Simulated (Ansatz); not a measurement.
A run for Ansatz (a program for electronic structure): R-RI-MP2/aug-cc-pV(Q+d)Z on H2O (SMILES O). The basis file is the Basis Set Exchange's JSON of that set.

Ansatz 0.2 input:
```yaml
crystal:
  periodic: [false, false, false]
  atoms:
    - {symbol: O, position_ang: [0.00000000, -0.00000000, 0.40073248]}
    - {symbol: H, position_ang: [-0.00000000, 0.75701187, -0.20041624]}
    - {symbol: H, position_ang: [-0.00000000, -0.75701187, -0.20041624]}
basis:
  gaussian:
    orbitals: aug-cc-pV_Q+d_Z.json
    fitting: {mean_field: def2-universal-JKFIT, correlation: aug-cc-pVQZ-RIFIT.json}
magnetization: {spin_polarized: false}
correlation: {method: mp2, electrons: outside_noble_gas}
scf: {lower_state_search: off}
```

Task: What total energy does the run end on?

Result: -76.3517 hartree.
